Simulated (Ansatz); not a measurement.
Reaction (atomization): `NC1=C[SiH2]1` → 2 C• + 5 H• + N• + Si•

Isolated molecules relaxed with PBE0-D4/def2-TZVP in Ansatz; ΔE leaves out vibrations. CBS: MP2 limit from def2 TZ/QZ plus the TZ coupled-cluster correction, frozen cores. This one scheme is used for every species, atoms too. Functionals use def2-TZVPP. B3LYP here is the variant with VWN-RPA as its local correlation; programs differ in this. No spin–orbit coupling; open shells (•) take unrestricted orbitals. Spin–orbit coupling would lower the free atoms: a little for C, Si. One conformer a species, not always the lowest.

`NC1=C[SiH2]1`:

Z-matrix (Å, degrees):
```
Si
C 1 1.811
C 1 1.791 2 43.8
H 1 1.487 2 121.3 3 106.8
H 1 1.487 2 121.6 3 -106.7
N 2 1.348 1 153.9 3 175.9
H 3 1.082 1 154.5 2 -179.1
H 6 1.007 2 119.6 1 171.8
H 6 1.003 2 119.1 1 17.6
```

```tsv
level	ΔE (kJ/mol)	difference from CCSD(T)/CBS
LDA (SPW92)	3842.3	531.8
PBE-D4	3418.1	107.6
revPBE-D4	3331.1	20.6
CAM-B3LYP-D4	3337.6	27.1
PBE0	3332.7	22.2
B3LYP	3303.8	-6.7
r2SCANh	3303.2	-7.3
BHLYP	3198.8	-111.7
MP2/def2-TZVPP	3267.9	-42.6
SCS-MP2/def2-TZVPP	3260.0	-50.5
CCSD/def2-TZVPP	3150.3	-160.2
CCSD(T)/def2-TZVPP	3209.7	-100.8
HF/def2-QZVPP	2324.0	-986.5
MP2/def2-QZVPP	3327.9	17.4
HF/CBS(def2)	2325.0	-985.5
MP2/CBS(def2)	3368.7	58.2
CCSD(T)/CBS	3310.5	0
```

Problem. What do rigid-rotor, harmonic-oscillator terms from PBE0-D4/def2-TZVP frequencies (298.15 K, 1 bar) make of the CCSD(T)/CBS value? (An estimate is asked.)

Solution. Ansatz gave: ΔZPE = -169.1 kJ/mol, ΔH = +3181.3 kJ/mol, ΔS = 917 J/(mol·K), ΔG = +2907.8 kJ/mol. Open shells count their whole term as degenerate.

Largest T1 diagnostic among the species: 0.013.

In def2-TZVPP, CCSD(T) changes the Hartree–Fock value by +892.1 kJ/mol (the triples alone add +59.3 kJ/mol) and MP2 by +950.3 kJ/mol; breaking electron pairs costs correlation energy, which Hartree–Fock lacks. At CCSD(T), def2-SVP lies −204.6 kJ/mol from the extrapolated value and def2-TZVPP −100.8 kJ/mol: correlation converges slowly with the basis, and small sets miss more of it in the bonded molecule than in its fragments. From PBE to PBE0 (25 % exact exchange), in def2-TZVPP and without D4, ΔE moves by −69.0 kJ/mol: exact exchange takes away binding that semilocal exchange gives to molecules.

For atomizations the MP2-based limit and the directly extrapolated one differ by several kJ/mol either way, and by 10 to 25 for some Ge, Se and Sn compounds, so smaller differences from it don't rank the levels.
